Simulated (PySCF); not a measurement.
Compound: C₆H₉O₂ (doublet state).
Geometry (GFN2-xTB, Å), atoms numbered from 1 in this order:
```
atom  x, y, z in Å
C1     2.723   -0.118   -0.431
O2     1.670    0.763   -0.137
C3     0.428    0.220    0.090
C4     0.111   -1.069    0.001
O5    -1.143   -1.583    0.215
C6    -2.207   -0.641    0.149
C7    -1.887    0.654    0.781
C8    -0.574    1.266    0.504
H9     3.608    0.506   -0.546
H10    2.883   -0.834    0.383
H11    2.540   -0.667   -1.361
H12    0.807   -1.856   -0.240
H13   -2.452   -0.495   -0.924
H14   -3.062   -1.128    0.625
H15   -2.621    1.172    1.368
H16   -0.195    1.796    1.385
H17   -0.637    2.026   -0.293
```

The hyperfine couplings belong to this conformer and change with its torsions.

Identity: `COC1=COC[CH]C1` [radical].

Method used: UKS B3LYP, pcH-1 on C H O, non-relativistic, mean-field spin-orbit, GIAO in PySCF. The structure is a single GFN2-xTB conformer in the gas phase; no vibrational or solvent corrections. The geometry wasn't refined by DFT: couplings that depend on bond lengths, twists or pyramidal angles can differ widely from those at the functional's own minimum. No stability test was run, so a lower SCF solution isn't excluded.

The Mulliken spin populations are largest on C7 (+1.02), C8 (-0.08), C6 (-0.07) and H17 (+0.06). No atom but C7 exceeds +0.15. The positive populations add up to 1.20 and the negative ones to -0.20, together 2S = 1. The angles at C7 add up to 359.8°, so it is planar; its axial dipolar tensor and the negative coupling of its proton fit spin in a p orbital normal to that plane.

Question: McConnell's relation a(H) = Q·ρ ties the coupling of a proton on a planar π carbon to the spin population of that carbon. What Q do the computed values give?

Answer: 
| H | C | ρ(C) | a(H) (G) | a/ρ (G) |
| --- | --- | --- | --- | --- |
| H15 | C7 | +1.020 | -23.01 | -22.6 |

One proton gives one ratio, Q = -22.6 G, and no test of linearity. In every row coupling and population have opposite signs.

Question: List the C–H protons on four-coordinate carbons next to a three-coordinate spin centre, with their couplings and θ (C–H bond against the normal to the plane of the centre's neighbours, projected along the bond that joins the two).

Answer: 
```csv
β H,on,centre,θ (°),cos²θ,a (G)
H13,C6,C7,12,0.95,+44.12
H14,C6,C7,72,0.09,+8.50
H16,C8,C7,53,0.36,+18.67
H17,C8,C7,9,0.97,+51.78
```

Fitting the Heller–McConnell form a = ρ(B0 + B2 cos²θ), with Mulliken ρ = 1.02, gives B0 = 3.2 G and B2 = 45.3 G, with a largest miss of 3.5 G. By this fit the coupling would be 49.5 G at θ = 0° and 3.3 G at 90°.

Couplings in gauss use g_iso = 2.0025.
